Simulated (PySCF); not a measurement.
Work out the structure from these simulated measurements.

Formula: C2H4BFO2.

| Quantity | Value |
| --- | --- |
| Dipole | 3.50 D [wB97X-D/def2-SVPD] |
| 13C NMR | chemical shifts (computed TMS as zero) by class: 174.0 (1 C), 115.8 (1 C) ppm [GIAO PBE0/pcSseg-1] |
| Rotational structure | rotational constants A, B, C: 5.259, 3.115, 1.957 GHz [PBE0-D3(BJ)/def2-SVP] |
| Couplings | largest of the computed one-bond spin–spin couplings (means over like bonds): 19F–13C -338.9, 13C–1H +175.3, 13C–1H +166.1, 13C–11B +109.6, 17O–1H -83.3 (×2), 13C–13C +77.6, 17O–11B -6.1 (×2) Hz [B3LYP/pcJ-1, spin–dipole term left out for some pairs] |
| NMR, other nuclei | isotropic shieldings of nuclei other than C and H, by class: 78 (1 B), 219 (2 O), 282 (1 F) ppm [GIAO PBE0/pcSseg-1] |
| UV, first state | lowest singlet excitation: 6.49 eV (191 nm, f = 0.317) [TDDFT wB97X-D/def2-SVPD] |
| 1H NMR | chemical shifts (computed TMS as zero) by class: 5.64 (1 H), 5.54 (1 H), 2.98 (2 H) ppm [GIAO PBE0/pcSseg-1] |
| Polarisability | 47.9 au [wB97X-D/def2-SVPD] |

The electronic properties come from PySCF, for the isolated species, density fitting. Levels stand in brackets. One conformer (not necessarily the lowest) at the PBE0-D3(BJ)/def2-SVP geometry, without solvent, vibrations or thermal averaging. NMR values are class means; diastereotopic atoms form classes of their own.

Question: Give a SMILES that accounts for the data.

Answer: Numbering: `[CH2:1]=[C:2]([F:3])[B:4]([OH:5])[OH:6]`. 2 carbons fall into 2 classes; from least to most shielded: vinylic C–F carbon [C2] (174.0 ppm), terminal =CH2 carbon [C1] (115.8 ppm). Hydrogen classes from least to most shielded: 1 H on a terminal =CH2 carbon, C1 (5.64 ppm), 1 H on a terminal =CH2 carbon, C1 (5.54 ppm), 2 H on 2 boron-bound oxygens, O5/O6 (2.98 ppm). The other shieldings belong to: 78 ppm, three-coordinate boron [B4]; 219 ppm, boron-bound oxygen [O5/O6]; 282 ppm, vinyl fluorine [F3]. The couplings run between: -338.9 Hz, vinyl fluorine [F3] and vinylic C–F carbon [C2]; +175.3 Hz, terminal =CH2 carbon [C1] and its hydrogen; +166.1 Hz, terminal =CH2 carbon [C1] and its hydrogen; +109.6 Hz, vinylic C–F carbon [C2] and three-coordinate boron [B4]; -83.3 Hz, boron-bound oxygen [O5] and its hydrogen (with 1 like pair); +77.6 Hz, terminal =CH2 carbon [C1] and vinylic C–F carbon [C2]; -6.1 Hz, boron-bound oxygen [O5] and three-coordinate boron [B4] (with 1 like pair). By its constants the optimised geometry is an asymmetric top. Structure: `C=C(F)B(O)O`. Computed isomers that give other values at the same levels: `C=COB(O)F` (rotational constant A: 8.003 GHz; this holds for the one conformer computed); `FB1OCCO1` (lowest singlet excitation: 7.60 eV (163 nm, f = 0.000)). The assignments are read from this structure; whether some other isomer fits the data as well wasn't checked.

The values belong to the conformer `[CH2:1]=[C:2]([F:3])[B:4]([OH:5])[OH:6]`: C1–C2–B4–O5 -1°, H–O5–B4–C2 180°, H–O6–B4–C2 180°.
